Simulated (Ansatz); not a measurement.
Basis-set extrapolation for BClFH$_{3}$OSi (`FB(Cl)O[SiH3]`) (PBE0-D4/def2-TZVP geometry, frozen core, Ansatz 0.2.0). Multiplicity 1, RHF reference.

```tsv
	cc-pV(T+d)Z	cc-pV(Q+d)Z
HF	-949.491341	-949.514862
MP2 correlation	-0.886067	-0.963078
CCSD(T) correlation	-0.956168	-1.031155
```

Energies in hartree. Use E(X) = E(∞) + A·exp(−5.46·√X) for Hartree–Fock and E(X) = E(∞) + B·X^(−3.05) for correlation, with X = 3 and 4.

**Question.** What is the CCSD(T) energy at the basis-set limit?

**Answer.** HF limit: -949.514862 + (-0.023521) × 0.30130 = -949.52195. Correlation limit: -1.031155 + (-0.074987) × 0.71189 = -1.08454. Total: -950.60649 hartree, 417.4 kJ/mol below CCSD(T)/cc-pV(T+d)Z.
